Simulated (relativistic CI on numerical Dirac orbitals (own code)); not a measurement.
Computed by Dirac-Coulomb-Breit CI, orbitals from a KLI potential per configuration, QED by a radiative potential, unscaled Slater integrals (own radial code, finite nucleus).

The strongest absorption lines from the ground level of an ion, among the configurations computed and to levels below about 364 eV (vacuum wavelength in Å, gf): 42.822 (1.5e-06), 54.420 (0.18), 55.395 (0.061), 79.414 (2.1e-06), 82.477 (0.00015), 241.97 (1.4), 355.88 (0.046).

Question: Which ion is it?
A. Ag¹⁷⁺
B. Sb²¹⁺
C. Tc¹³⁺
D. Rh¹⁵⁺

Answer: A. Ag¹⁷⁺ has 30 electrons and the ground level 4s2 1S_0; the strongest line goes to 4s 4p 1P°_1. The pattern of lines fixes the number of electrons, and along that sequence the line energies rise steadily with the charge (about as its square where n changes within one kind of shell, about linearly where n is kept but much faster in heavy ions where fine structure, which grows about as Z⁴, sets the gap, and irregularly where shells cross), which fixes Z. Configurations outside the model, such as inner-shell arrays, can give stronger lines. At this charge energies of transitions that change n are usually good to better than 1 %, and those within a shell (Δn = 0) to a few per cent.

LS names give the leading component of a level, which can be under half, so a name can repeat, a term be missing and a line seem to break the LS rules.
